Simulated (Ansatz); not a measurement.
## Counterpoise correction, worked out

The pair of Cu⁺ (SMILES [Cu+], atom 1) and HCl (SMILES Cl, atoms 2–3), both closed shells, in one local arrangement (a lower one may exist), relaxed at PBE0-D4/def2-TZVP:

```tsv
atom	x (Å)	y (Å)	z (Å)
Cu1	0.0443	-0.0076	-1.6281
Cl2	0.5582	-0.0955	0.5465
H3	-0.6025	0.1031	1.0816
```

Ansatz 0.2.0; basis: def2-TZVPPD; cores frozen in the correlated methods. The 3s and 3p shells of Cu and Zn are frozen; filled d shells are correlated.

CCSD(T) total energies in eV:

| system | geometry | basis functions | energy |
| --- | --- | --- | --- |
| pair | pair | all | -57129.32555 |
| Cu⁺ | as in the pair | all (partner as ghosts) | -44601.98914 |
| HCl | as in the pair | all (partner as ghosts) | -12526.34020 |
| Cu⁺ | as in the pair | its own | -44601.95759 |
| HCl | as in the pair | its own | -12526.31500 |
| Cu⁺ | free (PBE0-D4 minimum) | its own | -44601.95759 |
| HCl | free (PBE0-D4 minimum) | its own | -12526.32011 |

(1) Work out the interaction energy with and without the counterpoise correction, the superposition error, and the binding energy from the relaxed fragments.

No T1 diagnostic of these runs exceeds 0.018.

Results:

(1) Without correction: -57129.32555 − (-44601.95759) − (-12526.31500) = -1.05296 eV.
With correction (each fragment in the whole basis): -57129.32555 − (-44601.98914) − (-12526.34020) = -0.99621 eV = -22.97 kcal/mol.
The superposition error is the difference, 0.05675 eV, 5 % of the uncorrected value: each fragment borrows its partner's functions.
Deformation from the free shapes: 0.00000 eV for Cu⁺ and 0.00511 eV for HCl.
Binding energy from relaxed fragments: -0.99621 + 0.00000 + 0.00511 = -0.99110 eV = -22.86 kcal/mol (electronic, without zero-point energy; negative means bound). For comparison, the corrected interaction energy by CCSD(T) at an estimated basis limit (MP2 extrapolated from triple and quadruple zeta, plus CCSD(T) − MP2 in triple zeta) is -1.178 eV; triple zeta with the correction binds less.

For scale, one of the runs: CCSD(T)/def2-TZVPPD, 135 basis functions, launched by `ansatz run in.yaml --threads 2 --pin off --events-out ev --progress --plain --max-ram 5222MiB`. Hardware: 2 CPU threads of an Arm Neoverse V1, shared host. Wall time about 6 s.
